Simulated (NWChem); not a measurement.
Isomers of C₃H₂BF₃, each optimised at B3LYP/6-31G* with NWChem, gas phase unless a solvent is named. Flexible species stand in one conformer each, which need not be the lowest. Pople sets run with spherical d functions. Relative energies count from the lowest isomer at each level and are electronic, without zero-point energy, on those geometries.

A: C#C[C@@H](F)B(F)F
B: FB1C=CC1(F)F
C: C1B(F)C(F)=C1F
D: FC(B(C#C)F)F

```
quantity                                            A     B    C     D
-----------------------------------------------  ----  ----  ---  ----
relative energy, B3LYP/def2-TZVP (kcal/mol)       0.0  25.5  ___  33.2
relative energy, PBE0/def2-TZVP (kcal/mol)        0.0  18.6  ___  34.2
dipole (D), B3LYP/6-31G*                         1.62  2.69  ___  1.60
highest harmonic frequency (cm⁻¹), B3LYP/6-31G*  3494  3244  ___  3484
```

Complete the blanks.


- relative energy, B3LYP/def2-TZVP (kcal/mol), C: 26.3
- relative energy, PBE0/def2-TZVP (kcal/mol), C: 17.8
- dipole (D), B3LYP/6-31G*, C: 1.36
- highest harmonic frequency (cm⁻¹), B3LYP/6-31G*, C: 3097
